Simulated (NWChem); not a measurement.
System: C₂H₈GaN; SMILES [CH3][Ga]([CH3])[NH2]

NWChem input:

```
start job
memory heap 200 mb stack 900 mb global 1100 mb
geometry units angstroms noautoz
  Ga     0.014072    -0.003541    -0.009464
  C     -0.912677    -1.740515    -0.014686
  H     -0.211396    -2.583363    -0.104060
  H     -1.626472    -1.796061    -0.852066
  H     -1.492930    -1.873242     0.912446
  C     -0.853857     1.758249     0.128530
  H     -1.572410     1.901111    -0.694328
  H     -0.125184     2.581744     0.095493
  H     -1.421385     1.838997     1.069412
  N      1.828747    -0.027219    -0.152266
  H      2.413143     0.799994    -0.154330
  H      2.387105    -0.869107    -0.224793
end
basis spherical
  * library def2-svp
end
dft
  xc b3lyp
  iterations 150
end
task dft gradient
```

Excerpt of the output:

```
             Northwest Computational Chemistry Package (NWChem) 7.3.0
             --------------------------------------------------------

 C1  symmetry detected

                             Geometry "geometry" -> ""
                             -------------------------

 Output coordinates in angstroms (scale by  1.889725989 to convert to a.u.)

  No.       Tag          Charge          X              Y              Z
 ---- ---------------- ---------- -------------- -------------- --------------
    1 Ga                  31.0000    -0.00306785    -0.00019901     0.00114795
    2 C                    6.0000    -0.89943068    -1.75305299    -0.00135067
    3 H                    1.0000    -0.18027591    -2.58551428    -0.00168963
    4 H                    1.0000    -1.54599634    -1.85608049    -0.88742748
    5 H                    1.0000    -1.54688462    -1.85877132     0.88381077
    6 C                    6.0000    -0.90644822     1.74912788    -0.00138414
    7 H                    1.0000    -1.56197112     1.84481086    -0.88170098
    8 H                    1.0000    -0.19034589     2.58414148    -0.01361339
    9 H                    1.0000    -1.54560627     1.85746896     0.88946176
   10 N                    7.0000     1.81736199     0.00443202    -0.00234312
   11 H                    1.0000     2.38719750     0.84171052     0.00517336
   12 H                    1.0000     2.39272549    -0.82906976     0.00320978

 Effective nuclear repulsion energy (a.u.)     276.9132936330

                                 NWChem DFT Module
                                 -----------------

 Summary of "ao basis" -> "ao basis" (spherical)
 ------------------------------------------------------------------------------
       Tag                 Description            Shells   Functions and Types
 ---------------- ------------------------------  ------  ---------------------
 Ga                         def2-svp                12       32   5s4p3d
 C                          def2-svp                 6       14   3s2p1d
 H                          def2-svp                 3        5   2s1p
 N                          def2-svp                 6       14   3s2p1d

            General Information
            -------------------
          SCF calculation type: DFT
          Wavefunction type:  closed shell.
          No. of atoms     :    12
          No. of electrons :    58
           Alpha electrons :    29
            Beta electrons :    29
          Charge           :     0
          Spin multiplicity:     1
          Use of symmetry is: off; symmetry adaption is: off
          Maximum number of iterations: 150
          AO basis - number of functions:   114
                     number of shells:    54
          Convergence on energy requested:  1.00D-06
          Convergence on density requested:  1.00D-05
          Convergence on gradient requested:  5.00D-04

              XC Information
              --------------
                         B3LYP Method XC Potential
                     Hartree-Fock (Exact) Exchange  0.200
                        Slater Exchange Functional  0.800 local
                    Becke 1988 Exchange Functional  0.720 non-local
              Lee-Yang-Parr Correlation Functional  0.810
                  VWN I RPA Correlation Functional  0.190 local

             Grid Information
             ----------------
          Grid used for XC integration:  medium
          Radial quadrature: Mura-Knowles
          Angular quadrature: Lebedev.
          Tag              B.-S. Rad. Rad. Pts. Rad. Cut. Ang. Pts.
          ---              ---------- --------- --------- ---------
          Ga                  1.30      112           8.0       590
          C                   0.70       49          11.0       434
          H                   0.35       45          12.0       434
          N                   0.65       49          11.0       434
          Grid pruning is: on
          Number of quadrature shells:   619
          Spatial weights used:  Erf1

      Superposition of Atomic Density Guess
      -------------------------------------

 Sum of atomic energies:       -2056.46389577

      Non-variational initial energy
      ------------------------------

 Total energy =   -2058.469173
 1-e energy   =   -3413.762659
 2-e energy   =    1078.380193
 HOMO         =      -0.331663
 LUMO         =       0.020987

   convergence    iter        energy       DeltaE   RMS-Dens  Diis-err
 ---------------- ----- ----------------- --------- --------- ---------
 d= 0,ls=0.0,diis     1  -2060.3028383524 -2.34D+03  9.34D-03  5.05D-01
 d= 0,ls=0.0,diis     2  -2060.2705335735  3.23D-02  5.61D-03  7.93D-01
 d= 0,ls=0.0,diis     3  -2060.3586592645 -8.81D-02  1.49D-03  6.31D-02
 d= 0,ls=0.0,diis     4  -2060.3651858315 -6.53D-03  5.23D-04  8.76D-03
 d= 0,ls=0.0,diis     5  -2060.3660620849 -8.76D-04  6.40D-05  6.90D-05
  Resetting Diis
 d= 0,ls=0.0,diis     6  -2060.3660706653 -8.58D-06  8.65D-06  1.86D-06
 d= 0,ls=0.0,diis     7  -2060.3660708499 -1.85D-07  5.60D-06  3.13D-07

         Total DFT energy =    -2060.366070849872
      One electron energy =    -3418.128734918153
           Coulomb energy =     1176.722861705092
    Exchange-Corr. energy =      -95.873491269808
 Nuclear repulsion energy =      276.913293632997

 Numeric. integr. density =       57.999946255253

                       DFT Final Molecular Orbital Analysis
                       ------------------------------------

 Vector   27  Occ=2.000000D+00  E=-3.078762D-01
              MO Center=  4.6D-03, -8.1D-04, -7.7D-04, r^2= 3.9D+00
   Bfn.  Coefficient  Atom+Function         Bfn.  Coefficient  Atom+Function
  ----- ------------  ---------------      ----- ------------  ---------------
    94      0.319874  10 N  px                4     -0.252182   1 Ga s
    12      0.229280   1 Ga px               93      0.201942  10 N  s
    97     -0.181352  10 N  px               36     -0.180148   2 C  px
    65     -0.180637   6 C  px               37     -0.178903   2 C  py
    66      0.177978   6 C  py                3      0.145773   1 Ga s

 Vector   28  Occ=2.000000D+00  E=-2.653184D-01
              MO Center= -6.3D-01, -4.2D-04, -6.3D-04, r^2= 3.6D+00
   Bfn.  Coefficient  Atom+Function         Bfn.  Coefficient  Atom+Function
  ----- ------------  ---------------      ----- ------------  ---------------
    37      0.320402   2 C  py               66      0.320082   6 C  py
    13     -0.275951   1 Ga py               40      0.188619   2 C  py
    69      0.188392   6 C  py               10      0.168753   1 Ga py
    35      0.154241   2 C  s                64     -0.154318   6 C  s
    65     -0.141448   6 C  px               36      0.140110   2 C  px

 Vector   29  Occ=2.000000D+00  E=-2.414992D-01
              MO Center=  1.6D+00,  4.0D-03, -3.3D-03, r^2= 1.4D+00
   Bfn.  Coefficient  Atom+Function         Bfn.  Coefficient  Atom+Function
  ----- ------------  ---------------      ----- ------------  ---------------
    96      0.550812  10 N  pz               99     -0.460583  10 N  pz
    17     -0.171412   1 Ga pz               14     -0.122970   1 Ga pz
    11      0.075490   1 Ga pz               21     -0.074766   1 Ga d  1
    53     -0.051303   4 H  s                77     -0.050995   7 H  s
    87      0.050359   9 H  s                58      0.050023   5 H  s

 Vector   30  Occ=0.000000D+00  E= 4.630083D-03
              MO Center=  8.2D-02, -7.4D-07,  2.6D-02, r^2= 4.0D+00
   Bfn.  Coefficient  Atom+Function         Bfn.  Coefficient  Atom+Function
  ----- ------------  ---------------      ----- ------------  ---------------
    17      0.800740   1 Ga pz               14      0.400857   1 Ga pz
    99     -0.293038  10 N  pz               96      0.248114  10 N  pz
    11     -0.204562   1 Ga pz               53      0.174641   4 H  s
    77      0.173509   7 H  s                87     -0.167495   9 H  s
    58     -0.166494   5 H  s                52      0.102876   4 H  s

 Vector   31  Occ=0.000000D+00  E= 2.242398D-02
              MO Center=  5.1D-03, -2.4D-04, -2.2D-02, r^2= 7.4D+00
   Bfn.  Coefficient  Atom+Function         Bfn.  Coefficient  Atom+Function
  ----- ------------  ---------------      ----- ------------  ---------------
     5      1.288792   1 Ga s                35     -1.153516   2 C  s
    64     -1.153225   6 C  s                93     -0.723841  10 N  s
    58      0.347466   5 H  s                87      0.348383   9 H  s
    53      0.341850   4 H  s                77      0.340768   7 H  s
    48      0.291571   3 H  s                82      0.291576   8 H  s

[...]

                         DFT ENERGY GRADIENTS

    atom               coordinates                        gradient
                 x          y          z           x          y          z
   1 Ga     -0.005797  -0.000376   0.002169    0.001124  -0.000001   0.000094
   2 C      -1.699678  -3.312790  -0.002552    0.001395   0.003055  -0.000099
   3 H      -0.340672  -4.885914  -0.003193   -0.000276   0.000540   0.000044
   4 H      -2.921509  -3.507484  -1.676995    0.000339   0.000129   0.000501
   5 H      -2.923188  -3.512568   1.670160    0.000359   0.000093  -0.000474
   6 C      -1.712939   3.305372  -0.002616    0.001404  -0.003035  -0.000020
   7 H      -2.951697   3.486187  -1.666173    0.000350  -0.000131   0.000478
   8 H      -0.359702   4.883319  -0.025726   -0.000263  -0.000543   0.000013
   9 H      -2.920772   3.510107   1.680839    0.000347  -0.000091  -0.000490
  10 N       3.434316   0.008375  -0.004428   -0.002194  -0.000015  -0.000106
  11 H       4.511149   1.590602   0.009776   -0.001304  -0.001419   0.000045
  12 H       4.521596  -1.566715   0.006066   -0.001280   0.001416   0.000013
```

Level: B3LYP/def2-SVP. Geometry: optimised at PBE0/def2-SVP.
